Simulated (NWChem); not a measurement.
Species: C₄H₇Cl; SMILES C(C)C(=C)Cl

```xyz
12

C     -1.7923     0.5661    -0.2393
C     -0.5687     0.1675     0.1021
Cl     0.7749     1.3243     0.0124
C     -0.1742    -1.2069     0.5714
C      0.7496    -1.9593    -0.4003
H     -2.0055     1.5749    -0.5741
H     -2.6201    -0.1352    -0.1840
H     -1.0974    -1.7789     0.7248
H      0.3163    -1.1222     1.5500
H      1.6864    -1.4155    -0.5557
H      0.9936    -2.9495    -0.0005
H      0.2673    -2.0920    -1.3746
```
Atoms are numbered in this order, from 1.

Program: NWChem. Geometry: optimised at B3LYP/6-31G* (spherical d).

Question: Predict the results for PW91/def2-SVP. Quantities: highest occupied level (eV); orbital gap (eV); dipole (D).

Answer: The highest occupied level (eV) is -6.04 and the orbital gap (eV) is 5.15. The dipole (D) comes out as 1.47.
